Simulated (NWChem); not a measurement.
**Atomisation of C₂H₆FNSi**

```xyz
11

C      0.1326    -2.7780     0.0000
C      0.3523    -1.2945     0.0000
N     -0.5922    -0.4470     0.0000
Si    -0.5201     1.2806     0.0000
F      1.0189     1.8368     0.0000
H      0.6141    -3.2322     0.8837
H     -0.9406    -3.0129     0.0000
H      0.6141    -3.2322    -0.8837
H      1.4211    -0.9838     0.0000
H     -1.1806     1.7827     1.2300
H     -1.1806     1.7827    -1.2300
```
Charge 0, spin multiplicity 1.

All runs are NWChem calculations. All single points use one geometry, from B3LYP/def2-SVP, a minimum by its harmonic frequencies. It is one conformer; others weren't searched.

Basis set: def2-TZVP. The atomisation energy is electronic alone: no zero-point, thermal, spin-orbit or counterpoise terms. No value is extrapolated to the basis-set limit. Free atoms are single determinants with multiplicities C 3, N 4, Si 3, F 2, H 2. Correlated methods freeze the same cores in atoms and molecule, 9 orbitals in all.

B3LYP has NWChem's definition, with VWN1-RPA local correlation. The structure started from a generated list of species. No SCF solution was tested for a lower state. Open-shell Hartree-Fock references start from PBE0 orbitals.

Question: Order these methods by the atomisation energy they give, lowest first: PBE0, PBE, BP86, TPSS, HF, MP2.

Answer: HF (743.6 kcal/mol), MP2 (998.1 kcal/mol), PBE0 (1013.8 kcal/mol), TPSS (1026.3 kcal/mol), PBE (1033.8 kcal/mol), BP86 (1044.5 kcal/mol)
